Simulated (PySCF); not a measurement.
PySCF input file for hydrogen sulfide (H2S), SMILES S, PBE/pcSseg-1. The structure is a stationary point at B3LYP-D3(BJ)/def2-TZVP.

```python
import numpy as np
from pyscf import gto, scf, dft
from pyscf.prop.nmr import rks as nmr

mol = gto.M(
    atom='''
    S     0.00000000    0.00000000    0.10311022
    H     0.00000000   -0.97025386   -0.82488178
    H     0.00000000    0.97025385   -0.82488179
    ''',
    basis='pcSseg-1',
    charge=0,
    spin=0,
    max_memory=1600,
    verbose=3,
)
mf = dft.RKS(mol, xc='pbe')
mf.grids.level = 3
mf.conv_tol = 1e-10
mf.max_cycle = 100
mf.kernel()
n = nmr.NMR(mf)
n.verbose = 2
n.max_cycle_cphf = 60
sigma = n.kernel()
print('atom   isotropic/ppm   span/ppm')
for i, s in enumerate(sigma):
    w = np.linalg.eigvalsh((s + s.T) / 2)
    print(f'{mol.atom_symbol(i):2s}{i + 1:3d} {w.mean():14.3f} {w[2] - w[0]:11.3f}')
```

It prints:

```
converged SCF energy = -399.196267097363
atom   isotropic/ppm   span/ppm
S   1        706.526     308.815
H   2         30.684      17.072
H   3         30.684      17.072
```

Self-consistency was reached.
